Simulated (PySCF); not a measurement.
Species: C2H8SSiTe.
Bonds: C1–S2, S2–Si3, Si3–Te4, Te4–C5. Hydrogens: H6, H7, H8 on C1; H9, H10 on Si3; H11, H12, H13 on C5.

Level of theory: PySCF 2.14.0, PBE0-D3(BJ)/def2-SVP geometry optimisation, gas phase, def2 core potentials past Kr.

Task: How far are the bound atoms from Te4?

Result: 2 atoms: C5 2.166 Å, Si3 2.507 Å. The nearest atom not counted as bound is H11, at 2.70 Å.

Task: What is the shape at Te4?

Result: Bent: angle 94.3°.

Task: What are the other bond lengths?

Result: C1–S2 1.820 Å; S2–Si3 2.136 Å; C1–H6, C1–H7, C1–H8 1.099 Å; Si3–H9, Si3–H10 1.494 Å; C5–H11, C5–H12, C5–H13 1.097 Å.

Task: Give some angles away from the centre.

Result: C1–S2–Si3 100.9°, S2–Si3–Te4 112.8°.

Task: What are the rotational constants (commonest isotopes, rigid rotor)?

Result: A = 3147, B = 768.3, C = 755.7 MHz: a near-prolate asymmetric top.

Point group: C1 (no symmetry element, even within 0.4 Å). Charge 0, singlet. PBE0-D3(BJ)/def2-SVP frequencies: not computed here.

Time: 1.7 min wall; peak memory 0.56 GiB. Hardware: one thread of an Arm Neoverse V2, no GPU (shared host). This is the geometry optimisation.

The values belong to the conformer `[CH3:1][S:2][SiH2:3][Te:4][CH3:5]`: C1–S2–Si3–Te4 57°, S2–Si3–Te4–C5 -123°.
